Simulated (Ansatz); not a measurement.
System: C$_{3}$H$_{11}$NOSi (charge 0, singlet). 
Coordinates optimised at B3LYP-D3(BJ)/def2-TZVP (Ansatz, an electronic-structure program):
SMILES: CCN[SiH2]OC
```xyz
17

C     -2.3364     0.6751    -0.7948
C     -1.8819    -0.5448     0.0015
N     -0.8110    -0.2688     0.9501
Si     0.8453    -0.6441     0.7571
O      1.8046     0.4749     0.0153
C      1.6850     0.8477    -1.3441
H     -1.5147     1.0819    -1.3865
H     -3.1537     0.4162    -1.4723
H     -2.6909     1.4641    -0.1274
H     -1.5283    -1.3195    -0.6832
H     -2.7402    -0.9737     0.5298
H     -1.0841     0.3623     1.6891
H      0.8724    -1.8828    -0.0599
H      1.4575    -0.7798     2.0913
H      2.6027     1.3539    -1.6449
H      0.8450     1.5333    -1.4910
H      1.5409    -0.0243    -1.9925
```

Basis-set convergence of Hartree-Fock and CCSD correlation energies (hartree) with Ansatz. Correlated levels leave the core frozen unless marked. Spin-orbit coupling is left out. Non-relativistic.

| basis | functions | E(HF) | E(corr, CCSD) |
|---|---|---|---|
| cc-pV(D+d)Z | 148 | -538.32474 | -0.96147 |
| cc-pV(T+d)Z | 343 | -538.42442 | -1.16244 |
| cc-pV(Q+d)Z | 669 | -538.44681 | -1.22620 |

Extrapolating the two largest sets (X = 3 and 4) as X^-3: E(corr) = (64·(-1.22620) - 27·(-1.16244))/37 = -1.2727 Eh, an estimate of the basis-set limit. The largest set recovers 96.3 % of it, the smallest 75.5 %.
